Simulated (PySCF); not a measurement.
**Question.** What does the GFN2-xTB structure of 2,5-difluoropyridine, `Fc1ccc(F)nc1` look like in three dimensions?

**Answer.** 
Z-matrix in Å and degrees, rows numbered from 1:
```
F 
C   1  1.3425
C   2  1.3883  1  119.75
C   3  1.3826  2  117.81  1  -179.98
C   4  1.3900  3  117.07  2     0.02
F   5  1.3359  4  119.00  3   179.97
N   5  1.3121  4  125.16  3    -0.06
C   7  1.3209  5  118.06  4     0.05
H   3  1.0786  2  120.37  1     0.04
H   4  1.0774  3  122.28  2  -179.98
H   8  1.0801  2  121.67  1    -0.07
```

The 8 heavy atoms lie in one plane (0.000 Å rms). N7 (pyridine-type nitrogen) is bent (angle 118.1°). The 6-membered ring C2–C3–C4–C5–N7–C8 has internal angles of 117.1° to 125.2°; it is planar, 0.00 Å rms from its mean plane, widest ring torsion 0°.

Structure optimised with GFN2-xTB, isolated species.

Point group: Cs (every atom within 0.08 Å of its image). Whether it is a minimum is left open (no frequencies).

The numbers are calculated, not measured.
